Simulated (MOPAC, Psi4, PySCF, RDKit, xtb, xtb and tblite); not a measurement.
Two geometries of SMILES CC(C)(C)[SiH2][SiH2]B(O)O, relaxed at GFN2-xTB with one dihedral held; other torsions can differ between them too.

Structure A

```
24

C      1.6799    -2.9101    -1.5338
C      0.4271    -2.6442    -2.3683
C     -0.7631    -2.4722    -1.4259
C      0.1725    -3.8482    -3.2742
Si     0.6653    -1.0430    -3.4180
Si     1.0125     0.8356    -2.0917
B      2.5922     0.7530    -0.9259
O      2.4693     0.2104     0.3116
O      3.7759     1.2014    -1.4076
H      2.5543    -3.0219    -2.1732
H      1.5673    -3.8272    -0.9538
H      1.8625    -2.0932    -0.8379
H     -1.6744    -2.2784    -1.9878
H     -0.9171    -3.3739    -0.8317
H     -0.5989    -1.6404    -0.7431
H     -0.7211    -3.6952    -3.8747
H      0.0345    -4.7541    -2.6829
H      1.0108    -4.0073    -3.9488
H      1.7710    -1.3430    -4.3496
H     -0.5228    -0.9456    -4.2825
H      1.0655     1.9843    -3.0144
H     -0.2264     1.0908    -1.3288
H      3.2524     0.1607     0.8663
H      4.5522     1.1384    -0.8447
```

Structure B

```
24

C      1.6568    -2.8195    -1.4844
C      0.4188    -2.6242    -2.3599
C     -0.8094    -2.5028    -1.4600
C      0.2510    -3.8479    -3.2597
Si     0.6238    -1.0240    -3.4170
Si     0.9879     0.8507    -2.0886
B      2.8400     1.0356    -1.4626
O      3.2055     0.4144    -0.3134
O      3.7172     1.7352    -2.2218
H      2.5490    -2.9305    -2.0990
H      1.5571    -3.7165    -0.8719
H      1.8033    -1.9702    -0.8186
H     -1.7098    -2.3627    -2.0547
H     -0.9369    -3.4050    -0.8605
H     -0.7127    -1.6568    -0.7829
H     -0.6296    -3.7440    -3.8893
H      0.1377    -4.7532    -2.6623
H      1.1165    -3.9741    -3.9064
H      1.7224    -1.3116    -4.3626
H     -0.5739    -0.9409    -4.2697
H      0.5442     2.0169    -2.8738
H      0.0229     0.8321    -0.9696
H      4.1202     0.4865    -0.0280
H      4.6289     1.7973    -1.9245
```

Task: Which is lower in energy at the level B3LYP-D3(BJ)/def2-SVP // GFN2-xTB (Psi4), and by how much?

Result: A is lower, by 1.86 kJ/mol (dihedral C2–Si5–Si6–B7: 60° in A, 80° in B).

E(B) − E(A) in kJ/mol at the other levels, on the same two geometries: GFN2-xTB (xtb and tblite) 0.83; B3LYP/def2-SVP // GFN2-xTB (Psi4) 1.13; PBE/def2-SVP // GFN2-xTB (Psi4) 1.15; PBE-D3(BJ)/def2-SVP // GFN2-xTB (Psi4) 1.64; UFF // GFN2-xTB (RDKit) -0.40; PM3, restricted, heats of formation // GFN2-xTB (MOPAC) -1.34; AM1, restricted, heats of formation // GFN2-xTB (MOPAC) -0.24; GFN1-xTB // GFN2-xTB (xtb) 0.66; restricted B3LYP/6-31G*, spherical d, density fitting // GFN2-xTB (PySCF) 0.74; restricted Hartree-Fock/STO-3G // GFN2-xTB (PySCF) 0.35; restricted B3LYP/6-311+G**, spherical d, density fitting // GFN2-xTB (PySCF) -0.16.
